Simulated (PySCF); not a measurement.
# Steps of a relaxation of [Nd(H2O)4]3+

[Nd(H2O)4]3+ (singlet in the valence; each metal's 4f electrons, 3 of them, lie in its core potential, out of spins and levels; a saddle point, relaxed within its symmetry). PySCF 2.14.0, RKS PBE, Nd lcecp-1-SVP with ECP49, O def2-SVP, H def2-SVP; non-relativistic Hamiltonian with scalar-relativistic core potentials where named; density fitting; no spin-orbit coupling. Origin of the start: template. Columns: position (Å) and force (eV/Å). Energies are counted from the last step; some of the 8 steps are shown. Forces carry noise of the integration grid, about 0.01 to 0.03 eV/Å.

Run from Python with OMP_NUM_THREADS=2. Where DIIS fails, smearing, a level shift and second-order steps follow.
It took 53 s on 2 threads of Arm Neoverse V1 (shared host), from the converged density of the start.

```xyz
13
step 0  E = 0.456 eV
Nd    0.0000    0.0000    0.0000     0.00    0.00    0.00
O     1.4564    1.4564    1.4564    -1.35   -1.29   -1.29
H     1.7970    1.2525    2.3415     0.39   -0.18    0.90
H     1.7970    2.3415    1.2525     0.39    0.90   -0.18
O    -1.4564   -1.4564    1.4564     1.35    1.29   -1.29
H    -1.7970   -1.2525    2.3415    -0.39    0.18    0.90
H    -1.7970   -2.3415    1.2525    -0.39   -0.90   -0.18
O     1.4564   -1.4564   -1.4564    -1.35    1.29    1.29
H     1.7970   -2.3415   -1.2525     0.39   -0.90    0.18
H     1.7970   -1.2525   -2.3415     0.39    0.18   -0.90
O    -1.4564    1.4564   -1.4564     1.35   -1.29    1.29
H    -1.7970    2.3415   -1.2525    -0.39    0.90    0.18
H    -1.7970    1.2525   -2.3415    -0.39   -0.18   -0.90
```

```xyz
13
step 2  E = 0.072 eV
Nd    0.0000    0.0000    0.0000     0.00    0.00    0.00
O     1.3917    1.3982    1.3982     0.06    0.09    0.09
H     1.7624    1.2083    2.3098    -0.17   -0.01   -0.35
H     1.7624    2.3098    1.2083    -0.17   -0.35   -0.01
O    -1.3917   -1.3982    1.3982    -0.06   -0.09    0.09
H    -1.7624   -1.2083    2.3098     0.17    0.01   -0.35
H    -1.7624   -2.3098    1.2083     0.17    0.35   -0.01
O     1.3917   -1.3982   -1.3982     0.06   -0.09   -0.09
H     1.7624   -2.3098   -1.2083    -0.17    0.35    0.01
H     1.7624   -1.2083   -2.3098    -0.17    0.01    0.35
O    -1.3917    1.3982   -1.3982    -0.06    0.09   -0.09
H    -1.7624    2.3098   -1.2083     0.17   -0.35    0.01
H    -1.7624    1.2083   -2.3098     0.17   -0.01    0.35
```

```xyz
13
step 5  E = 0.000 eV
Nd    0.0000    0.0000    0.0000     0.00    0.00    0.00
O     1.3577    1.3661    1.3661    -0.02    0.00    0.00
H     1.7262    1.1691    2.2672     0.01   -0.02    0.02
H     1.7262    2.2672    1.1691     0.01    0.02   -0.02
O    -1.3577   -1.3661    1.3661     0.02    0.00    0.00
H    -1.7262   -1.1691    2.2672    -0.01    0.02    0.02
H    -1.7262   -2.2672    1.1691    -0.01   -0.02   -0.02
O     1.3577   -1.3661   -1.3661    -0.02    0.00    0.00
H     1.7262   -2.2672   -1.1691     0.01   -0.02    0.02
H     1.7262   -1.1691   -2.2672     0.01    0.02   -0.02
O    -1.3577    1.3661   -1.3661     0.02    0.00    0.00
H    -1.7262    2.2672   -1.1691    -0.01    0.02    0.02
H    -1.7262    1.1691   -2.2672    -0.01   -0.02   -0.02
```

Q: Where does the relaxation end?

A: It converges at step 7 in D2d:
```xyz
13
step 7  E = 0
Nd    0.0000    0.0000    0.0000
O     1.3569    1.3663    1.3663
H     1.7312    1.1649    2.2648
H     1.7312    2.2648    1.1649
O    -1.3569   -1.3663    1.3663
H    -1.7312   -1.1649    2.2648
H    -1.7312   -2.2648    1.1649
O     1.3569   -1.3663   -1.3663
H     1.7312   -2.2648   -1.1649
H     1.7312   -1.1649   -2.2648
O    -1.3569    1.3663   -1.3663
H    -1.7312    2.2648   -1.1649
H    -1.7312    1.1649   -2.2648
```

Q: How did the contacts change?

A: 
```csv
contact,start (Å),end (Å)
Nd1–O2 (H2O),2.523,2.361
Nd1–O5 (H2O),2.523,2.361
Nd1–O8 (H2O),2.523,2.361
Nd1–O11 (H2O),2.523,2.361
```


An lcecp potential fixes the number of 4f electrons, so in runs with it no electron can move into or out of that shell.
